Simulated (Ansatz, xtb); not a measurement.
C2H10InNO: which of two structures lies lower

Structure I is `[CH3][In-]([CH3])([NH3+])[OH]`, a singlet and structure II is a singlet given by its coordinates. Both are isolated molecules in the gas phase, relaxed with PBE0-D4/def2-SVP; the shapes shown needn't be the lowest conformers.

I (Å):

```xyz
15

C     0.6880    0.3653    2.1525
C    -2.9176    0.6240    0.5530
In   -0.8115    1.0795    0.7641
N     0.0949    0.5859   -1.3545
O    -0.2929    2.8892   -0.1067
H     0.5803    0.8694    3.1248
H     0.6051   -0.7192    2.3180
H     1.6906    0.5907    1.7593
H    -3.1139   -0.4520    0.6725
H    -3.2657    0.9416   -0.4413
H    -3.5047    1.1652    1.3103
H     0.2216    1.6019   -1.4843
H    -0.5113    0.2253   -2.0881
H     0.9982    0.1219   -1.4193
H    -0.4711    3.7107    0.3575
```

II (Å):

```yaml
atoms:
  - { symbol: C, position_ang: [1.0609, 0.7287, -1.0247] }
  - { symbol: C, position_ang: [-0.9689, -0.6066, 3.0862] }
  - { symbol: In, position_ang: [-0.6003, -1.2859, 1.0692] }
  - { symbol: N, position_ang: [1.1302, 0.1025, 0.2874] }
  - { symbol: O, position_ang: [1.0545, -2.5236, 0.9695] }
  - { symbol: H, position_ang: [2.0434, 1.0613, -1.4009] }
  - { symbol: H, position_ang: [0.6383, 0.0159, -1.7472] }
  - { symbol: H, position_ang: [0.3906, 1.5999, -0.9944] }
  - { symbol: H, position_ang: [1.5108, 0.7354, 0.9893] }
  - { symbol: H, position_ang: [1.7072, -0.7536, 0.2901] }
  - { symbol: H, position_ang: [-1.6578, -1.4252, -0.3040] }
  - { symbol: H, position_ang: [-1.4559, 0.3798, 3.1036] }
  - { symbol: H, position_ang: [-1.6219, -1.3203, 3.6106] }
  - { symbol: H, position_ang: [-0.0163, -0.5478, 3.6335] }
  - { symbol: H, position_ang: [0.9186, -3.3981, 0.5940] }
```

Close contacts (Å): C1–N4 1.46, C2–In3 2.16, In3–N4 2.35, In3–O5 2.07, C1–H6 1.10, C1–H7 1.10, C1–H8 1.10, C2–H12 1.10, C2–H13 1.10, C2–H14 1.10, In3–H10 2.49, In3–H11 1.74, N4–H9 1.02, N4–H10 1.03, O5–H15 0.96.

Task: Estimate which is lower in electronic energy at CCSD(T)/def2-SVP + ΔMP2/def2-TZVPP, and by roughly how much.

Result: The CCSD(T)/def2-SVP + ΔMP2/def2-TZVPP calculation puts structure I lower, by 14.2 kcal/mol.

The same difference at several levels:

```
                             level          geometry  E(II) − E(I) (kcal/mol)  departure from the last row (kcal/mol)  job, with rough time for the two
                  PBE0-D4/def2-SVP  PBE0-D4/def2-SVP                      +9.8                                    −4.4             optimisation, 3.1 min
                       HF/def2-SVP  PBE0-D4/def2-SVP                      +8.5                                    −5.7           part of the CCSD(T) run
                      MP2/def2-SVP  PBE0-D4/def2-SVP                     +12.1                                    −2.1           part of the CCSD(T) run
                  CCSD(T)/def2-SVP  PBE0-D4/def2-SVP                     +10.5                                    −3.7                      single point
CCSD(T)/def2-SVP + ΔMP2/def2-TZVPP  PBE0-D4/def2-SVP                     +14.2                                                     single point, 2.2 min
```

The levels shown agree on the order. The largest departure from CCSD(T)/def2-SVP + ΔMP2/def2-TZVPP is that of HF/def2-SVP, 5.7 kcal/mol. Levels run at GFN2-xTB geometries aren't shown. The last row adds to CCSD(T) the change of the MP2 difference between the two basis sets, here +3.7 kcal/mol, a large step that makes the value less sure.

With thermal terms from frequencies at re-optimised GFN2-xTB minima (ideal gas, soft modes damped towards free rotors, one conformer each, 298.15 K, 1 atm): the zero-point term adds 0.0 kcal/mol; ΔH is +13.4 and ΔG +15.2 kcal/mol.

The correlated steps freeze 8 core orbitals; the filled d shell of In is correlated, in a basis made for valence electrons. Atoms past krypton carry core potentials in the def2 sets and no spin–orbit term is included. Programs: Ansatz 0.2.0, xtb 6.7.1; the last row on 2 threads of Arm Neoverse V1 on a shared host.
